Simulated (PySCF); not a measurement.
An unknown gives this computed stick spectrum. The calculation used TDDFT PBE0/def2-SVPD, vertical, gas phase, core orbitals frozen in the response (PySCF). Geometries: GFN2-xTB, one conformer each.

```
state  E (eV)       f
   S1    6.77  0.0011
   S2    7.19  0.0002
   S3    7.38   0.011
   S4    7.47  0.0004
   S5    7.60   0.020
   S6    7.64  0.0016
   S7    7.78   0.017
   S8    7.85  0.0038
```

Triplets computed (Tamm–Dancoff): 6.09, 6.39, 6.57 eV.

Question: Which structure fits? All have the formula C7H7N.
A. `N#C[C@]12C[C@@H]3[C@H](C1)[C@@H]32`
B. `N#C[C@@]12[C@H]3C[C@@H]1[C@@H]2C3`
C. `N#C[C@@]12C=CC[C@@H]1C2`
D. `N#C[C@@]12CC=C[C@@H]1C2`
E. `C#CCC#C/C=N\C`

Answer: A. Its S1, at 6.77 eV, is the highest among the candidates; the nearest of the others has S1 at 6.33 eV. S1 is HOMO→LUMO (89%). Löwdin shares by element: HOMO carbon 69% or more (atoms not listed hold the other 31%); LUMO carbon 42% or more, nitrogen 25% (atoms not listed hold the other 33%). At the same level the other candidates give, for their lowest levels:
- `N#C[C@@]12C=CC[C@@H]1C2`: 6.20 eV (f 0.079); 6.74 eV (f 0.001); 6.83 eV (f 0.019); 7.07 eV (f 0.037); 7.21 eV (f 0.036); T1 4.13 eV; HOMO -7.37, LUMO -0.34 eV
- `N#C[C@@]12[C@H]3C[C@@H]1[C@@H]2C3`: 6.15 eV (f 0.001); 6.78 eV (f 0.044); 7.12 eV (f 0.000); 7.35 eV (f 0.008); 7.61 eV (f 0.004); T1 5.53 eV; HOMO -7.62, LUMO 0.24 eV
- `N#C[C@@]12CC=C[C@@H]1C2`: 6.33 eV (f 0.118); 6.78 eV (f 0.020); 6.82 eV (f 0.012); 7.01 eV (f 0.017); 7.13 eV (f 0.009); T1 4.12 eV; HOMO -7.39, LUMO -0.30 eV
- `C#CCC#C/C=N\C`: 4.38 eV (f 0.003); 5.22 eV (f 0.000); 5.65 eV (f 0.264); 6.30 eV (f 0.015); 6.31 eV (f 0.001); T1 3.58 eV; HOMO -7.36, LUMO -1.18 eV
